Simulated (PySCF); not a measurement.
Compound: C7H5F3O.
Numbering: `[F:1][C:2]1=[C:3]([CH:4]([F:5])[F:6])[C@@H:7]2[CH:8]=[CH:9][C@H:10]1[O:11]2` (hydrogens: H12 on C4; H13 on C7; H14 on C8; H15 on C9; H16 on C10)

The same species was optimised twice, with GFN2-xTB and with PBE0-D3(BJ)/def2-SVP (PySCF), and the same property calculations (PySCF, gas phase) were run on both structures.

```
     coordinate  GFN2-xTB  PBE0-D3(BJ)/def2-SVP  change
      C8=C9 (Å)     1.322                 1.333  +0.011
      F1–C2 (Å)     1.325                 1.315  -0.010
      C3–C4 (Å)     1.484                 1.475  -0.009
      C7–C8 (Å)     1.535                 1.543  +0.008
     C2–C10 (Å)     1.531                 1.538  +0.007
     C9–C10 (Å)     1.538                 1.544  +0.006
      C3–C7 (Å)     1.540                 1.544  +0.004
    C10–O11 (Å)     1.417                 1.414  -0.003
      C2=C3 (Å)     1.329                 1.332  +0.003
     C7–O11 (Å)     1.419                 1.422  +0.003
      C4–F5 (Å)     1.361                 1.360  -0.001
      C4–F6 (Å)     1.356                 1.355  -0.001
   C3–C7–C8 (°)     105.1                 107.2    +2.1
  C2–C10–C9 (°)     104.4                 106.2    +1.8
   C3–C4–F5 (°)     110.5                 109.5    -1.0
   F5–C4–F6 (°)     105.6                 106.6    +1.0
   C2–C3–C7 (°)     103.0                 102.4    -0.6
   C3–C4–F6 (°)     111.4                 110.9    -0.5
 C2–C10–O11 (°)      99.6                  99.1    -0.5
  C8–C9–C10 (°)     104.7                 104.2    -0.5
C2–C3–C4–F5 (°)      -114                  -114       0
```

Rotational constants: A = 1745, B = 946.7, C = 807.5 MHz (GFN2-xTB) against A = 1741, B = 950.9, C = 809.0 MHz (PBE0-D3(BJ)/def2-SVP). Point groups within 0.08 Å: C1 and C1.

On the GFN2-xTB structure: HOMO (eV) -7.02 [PBE0/pcSseg-1]; LUMO (eV) -1.21 [PBE0/pcSseg-1]; dipole (D) 2.20 [PBE0/pcSseg-1]; GIAO shielding of F1 (ppm) 293.7 [PBE0/pcSseg-1]; GIAO shielding of C2 (ppm) -10.6 [PBE0/pcSseg-1]; GIAO shielding of C3 (ppm) 56.5 [PBE0/pcSseg-1]; GIAO shielding of C4 (ppm) 72.8 [PBE0/pcSseg-1]; GIAO shielding of F5 (ppm) 309.7 [PBE0/pcSseg-1]; GIAO shielding of F6 (ppm) 308.2 [PBE0/pcSseg-1]; GIAO shielding of C7 (ppm) 102.5 [PBE0/pcSseg-1]; GIAO shielding of C8 (ppm) 26.9 [PBE0/pcSseg-1].

Q: What do these properties become on the PBE0-D3(BJ)/def2-SVP structure?

A: 
```json
{"property": "HOMO (eV)", "level": "PBE0/pcSseg-1", "on GFN2-xTB": "-7.02", "on PBE0-D3(BJ)/def2-SVP": "-7.05", "change": "-0.03"}
{"property": "LUMO (eV)", "level": "PBE0/pcSseg-1", "on GFN2-xTB": "-1.21", "on PBE0-D3(BJ)/def2-SVP": "-1.20", "change": "+0.01"}
{"property": "dipole (D)", "level": "PBE0/pcSseg-1", "on GFN2-xTB": "2.20", "on PBE0-D3(BJ)/def2-SVP": "2.23", "change": "+0.03"}
{"property": "energy, GFN2-xTB geometry as zero (kcal/mol)", "level": "PBE0/pcSseg-1", "on GFN2-xTB": "0.0", "on PBE0-D3(BJ)/def2-SVP": "-0.8", "change": "-0.8"}
{"property": "GIAO shielding of F1 (ppm)", "level": "PBE0/pcSseg-1", "on GFN2-xTB": "293.7", "on PBE0-D3(BJ)/def2-SVP": "293.0", "change": "-0.7"}
{"property": "GIAO shielding of C2 (ppm)", "level": "PBE0/pcSseg-1", "on GFN2-xTB": "-10.6", "on PBE0-D3(BJ)/def2-SVP": "-9.1", "change": "+1.5"}
{"property": "GIAO shielding of C3 (ppm)", "level": "PBE0/pcSseg-1", "on GFN2-xTB": "56.5", "on PBE0-D3(BJ)/def2-SVP": "58.0", "change": "+1.5"}
{"property": "GIAO shielding of C4 (ppm)", "level": "PBE0/pcSseg-1", "on GFN2-xTB": "72.8", "on PBE0-D3(BJ)/def2-SVP": "73.3", "change": "+0.5"}
{"property": "GIAO shielding of F5 (ppm)", "level": "PBE0/pcSseg-1", "on GFN2-xTB": "309.7", "on PBE0-D3(BJ)/def2-SVP": "311.7", "change": "+2.0"}
{"property": "GIAO shielding of F6 (ppm)", "level": "PBE0/pcSseg-1", "on GFN2-xTB": "308.2", "on PBE0-D3(BJ)/def2-SVP": "308.6", "change": "+0.4"}
{"property": "GIAO shielding of C7 (ppm)", "level": "PBE0/pcSseg-1", "on GFN2-xTB": "102.5", "on PBE0-D3(BJ)/def2-SVP": "100.6", "change": "-1.9"}
{"property": "GIAO shielding of C8 (ppm)", "level": "PBE0/pcSseg-1", "on GFN2-xTB": "26.9", "on PBE0-D3(BJ)/def2-SVP": "23.8", "change": "-3.1"}
```

The heavy atoms differ by 0.033 Å rms after alignment. Among bonds between heavy atoms F1–C2 and C8=C9 change most and about equally (-0.010 to +0.011 Å). Changes are differences of the printed values. Neither structure is proved a minimum here.

Conformer computed: `[F:1][C:2]1=[C:3]([CH:4]([F:5])[F:6])[C@@H:7]2[CH:8]=[CH:9][C@H:10]1[O:11]2`: C2–C3–C4–F5 -114°.
